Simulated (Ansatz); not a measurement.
The same molecule with X = Cu, Ag, Au. Ansatz, PBE0-D4/def2-TZVP geometries, multiplicity 1. Each molecule was computed in one conformer, which needn't be the lowest.

Elements past krypton have def2 core potentials. Scalar relativity is left out up to krypton.

| X | molecule | mean X–C bond length / Å | mean X–P bond length / Å | HOMO–LUMO gap (B3LYP/def2-TZVPP) / eV | HOMO–LUMO gap (PBE/def2-TZVPP) / eV | size of the dipole moment (B3LYP/def2-TZVPP) / D |
| --- | --- | --- | --- | --- | --- | --- |
| Ag | `[CH3][Ag-][P+](F)(F)F` | 2.085 | 2.328 | 4.57 | 3.21 | 2.76 |
| Au | `[CH3][Au-][P+](F)(F)F` | 2.053 | 2.233 | 5.71 | 4.35 | 1.57 |

Task: Give the row for X = Cu, `[CH3][Cu-][P+](F)(F)F`. (Estimate.)

Result: Ansatz gave: 
```csv
X,molecule,mean X–C bond length / Å,mean X–P bond length / Å,HOMO–LUMO gap (B3LYP/def2-TZVPP) / eV,HOMO–LUMO gap (PBE/def2-TZVPP) / eV,size of the dipole moment (B3LYP/def2-TZVPP) / D
Cu,`[CH3][Cu-][P+](F)(F)F`,1.921,2.162,4.66,3.20,2.72
```

From Cu to Au the mean X–C bond length isn't monotonic: highest at Ag, lowest at Cu; the mean X–P bond length isn't monotonic: highest at Ag, lowest at Cu; the HOMO–LUMO gap (B3LYP/def2-TZVPP) isn't monotonic: highest at Au, lowest at Ag; the HOMO–LUMO gap (PBE/def2-TZVPP) rises at each step, by 1.15 eV in all. Dipoles are sizes alone, and their direction can turn along the series.

Positive LUMOs are unbound, so they and the gaps depend on the basis.

B3LYP here is the variant with VWN-RPA as its local correlation; programs differ in this.
